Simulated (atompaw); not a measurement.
## Pseudopotential generation for Cr (Z = 24): PAW (atompaw), LDA (PW92), scalar-relativistic.

chromium (Cr), PAW, made with atompaw 4.2.0.5 (LDA (PW92), scalar-relativistic). Core [Ar], reference 3d5 4s1 4p0. Waves: 4s (bound): rc 2.60 bohr; 4s channel at 1.25 Ry: rc 3.00 bohr; 4p (bound, empty): rc 3.00 bohr; 4p channel at 0.85 Ry: rc 3.00 bohr; 3d (bound): rc 1.55 bohr; 3d channel at 0.15 Ry: rc 1.55 bohr. Local part: bessel scheme, radius 2.60 bohr. Core correction: smooth core density matched at 2.10 bohr. Augmentation charge: besselshape compensation charge, radius 2.15 bohr; PAW radius 3.00 bohr; waves and projectors: custom polynom gramschmidtortho.

All-electron outer shells of the reference configuration (LDA (PW92), scalar-relativistic, ld1.x):

```csv
shell,level (eV),outermost node (bohr),outermost maximum (bohr)
3s,-73.56,0.36,0.78
3p,-45.35,0.33,0.80
4s,-4.19,1.12,2.74
3d,-3.13,–,0.84
4p,-1.08,1.25,3.85
```

(1) Estimate the cutoffs (Ry, on a coarse ladder) from which the occupation-weighted sum of valence levels, in a spherical-Bessel basis at the reference potential, stays within 10 and 1 mRy of its value at 400 Ry.

(2) Does the potential have ghost states?

(3) Is the overlap operator S = 1 + Σ q|β⟩⟨β| positive definite (Bessel basis up to 400 Ry)?

(4) Which valence shell sets the plane-wave cutoff?

Answers

(1) 40 Ry and 70 Ry.

(2) No extra level below or beside the all-electron valence levels (s, p, d, f tested).

(3) Yes: its lowest eigenvalue is 0.11 (s channel).

(4) 3d: its level needs 60 Ry to come within 1 mRy, against 8 Ry for 4s.
